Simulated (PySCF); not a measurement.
## Vertical ionisation of several complexes

Computed with PySCF 2.14.0, PBE, def2-SVP on the ligands and scalar-relativistic core potentials on the metal (def2; Stuttgart 1997 for actinides; CRENBL for Ra), no spin-orbit coupling, vacuum. One electron is taken off at the relaxed geometry; the lower of the one or two spin states computed is given. Charges are Mulliken's.

```tsv
compound	state	point group	M–first ligand (Å)	ionisation energy (eV)	−ε(HOMO) (eV)	state after	change of charge on M (e)	spin on M after (e)
[TaO2Br2]−	singlet	C2v	1.768	4.85	1.71	doublet	0.22	-0.15
[HfOF3]−	singlet	Cs, nearly C3v	1.822	4.76	1.01	doublet	0.43	-0.03
[HfO(OH)3]−	singlet	nearly C3v	1.834	4.77	0.89	doublet	0.29	-0.03
[TlS2]−	singlet	D∞h	2.337	3.06	0.26	doublet	0.34	-0.09
```

Problem. What follows for compound [PbCl3]−, state singlet, point group C3v, M–first ligand (Å) 2.616?

Solution. ionisation energy (eV): 4.23, −ε(HOMO) (eV): 1.50, state after: doublet, change of charge on M (e): 0.26, spin on M after (e): 0.13.

One start shape was tried for each compound. Distances are means of the shortest metal–ligand contacts. Open shells may have lower solutions than those found.
